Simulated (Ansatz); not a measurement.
Geometry optimisation, RKS B3LYP/def2-mTZVP in Ansatz.

Input file:

```yaml
crystal:
  periodic: [false, false, false]
  atoms:
    - { symbol: B, position_ang: [-1.3716, -0.164, 0.0082] }
    - { symbol: O, position_ang: [-0.3755, -1.025, -0.4726] }
    - { symbol: Al, position_ang: [1.1708, -0.1455, -0.1299] }
    - { symbol: Cl, position_ang: [2.2769, -0.411, 1.8329] }
    - { symbol: Cl, position_ang: [2.0741, 1.2119, -1.639] }
    - { symbol: H, position_ang: [-1.9051, 0.6776, -0.7483] }
    - { symbol: H, position_ang: [-0.88298, -1.86882, -0.57524] }
basis:
  gaussian: { orbitals: def2-mTZVP }
hamiltonian:
  xc: b3lyp
relax:
  f_tol: 0.02
  max_steps: 50
output:
  orbitals: {}
```

Run as:

```bash
$ ansatz run input.yaml --threads 2 --pin off --max-ram 3072MiB --backend cpu --events-out ev --progress --plain --runs-dir out
```

Where does it end, and by what steps?

It converged. The force dipped under the threshold on the way, but the program's further checks kept it going. After 24 steps the energy has fallen by 4.602 eV; H7 moved furthest, 0.98 Å. Parted: O2–Al3 (1.81 → 3.02 Å).

| step | energy less start (eV) | largest force component (eV/Å) | accepted |
| --- | --- | --- | --- |
| 0 | 0.0000 | 3.669 | yes |
| 1 | -1.3338 | 3.454 | yes |
| 2 | -2.2190 | 3.043 | yes |
| 3 | -2.7029 | 3.289 | yes |
| 4 | -3.2032 | 2.162 | yes |
| 5 | -3.7273 | 1.178 | yes |
| 6 | -3.9317 | 0.604 | yes |
| 7 | -4.0167 | 0.556 | yes |
| 8 | -4.1330 | 0.781 | yes |
| 9 | -4.2962 | 0.828 | yes |
| 10 | -4.4151 | 0.827 | yes |
| 11 | -4.5361 | 0.408 | yes |
| 12 | -4.5632 | 1.069 | yes |
| 13 | -4.5765 | 1.005 | yes |
| 14 | -4.5954 | 0.344 | yes |
| 15 | -4.6004 | 0.168 | yes |
| 16 | -4.5960 | 0.271 | no |
| 17 | -4.6017 | 0.056 | yes |
| 18 | -4.6017 | 0.037 | no |
| 19 | -4.6019 | 0.023 | yes |
| 20 | -4.6020 | 0.004 | yes |
| 21 | -4.6021 | 0.025 | yes |
| 22 | -4.6022 | 0.030 | yes |
| 23 | -4.6022 | 0.027 | yes |
| 24 | -4.6022 | 0.013 | yes |

```xyz
7
Properties=species:S:1:pos:R:3
B -0.689 -0.348 -0.356
O -0.845 -1.608 -0.829
Al 1.295 0.324 0.064
Cl 2.192 0.066 1.965
Cl 2.456 1.362 -1.372
H -1.658 0.340 -0.191
H -1.765 -1.861 -1.004
```

Time of the run: 96 s on 2 threads of Intel(R) Xeon(R) Platinum 8259CL CPU @ 2.50GHz (Skylake/Cascade Lake) (shared host), peak memory 0.28 GiB.
